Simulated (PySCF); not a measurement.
**Potential energy of ReCl along the bond**

Set-up: PySCF, scalar-relativistic core potentials, basis sets Re def2-TZVPP with ECP60, Cl def2-TZVPP. Energies in eV from Re (5d5 6s2) + Cl in their ground configurations at the same level. State: ⁷Σ⁺ (septet), unpaired electrons σ ↑↑, π ↑↑, δ ↑↑.

All columns are PBE0. A positive dipole means Re(−)Cl(+).

```csv
R (Å),E (eV),μ (D),Mulliken charge on Re (basis-dependent),HOMO (eV),LUMO (eV),Mayer bond order,⟨S²⟩
2.037,-2.425,0.17,0.30,-4.67,-3.05,1.43,12.00
2.131,-2.971,-0.52,0.34,-4.98,-3.02,1.28,12.00
2.226,-3.262,-1.23,0.38,-5.28,-3.02,1.17,12.00
2.297,-3.361,-1.77,0.40,-5.50,-3.05,1.10,12.00
2.368,-3.386,-2.31,0.43,-5.71,-3.09,1.04,12.00
2.439,-3.354,-2.84,0.45,-5.91,-3.14,0.99,12.00
2.534,-3.251,-3.54,0.47,-6.15,-3.22,0.93,12.00
2.652,-3.057,-4.39,0.50,-6.40,-3.34,0.88,12.00
2.794,-2.774,-5.36,0.52,-6.64,-3.51,0.83,12.00
2.984,-2.367,-6.53,0.54,-6.84,-3.74,0.78,12.00
```

A fit through these points gives, at Re = 2.360 Å, μ = -2.25 D and dμ/dR = -7.56 D/Å; the reduced mass is 29.46 u.

Problem. How strong is the fundamental in the double-harmonic approximation, I = 42.26·(dμ/dR)²/μred km/mol?

Solution. I = 42.26·(-7.56)²/29.46 = 82.0 km/mol at PBE0.

The metal atom is held in its measured ground configuration; semilocal functionals can put another filling of s and d lower by some tenths of an eV, and De to that atom would be smaller. These are scalar-relativistic numbers at best; spin–orbit coupling would shift them, the dissociation energy most. The state is the lowest single determinant that the PBE0 search found; with open d or f shells the true ground state can be another one.
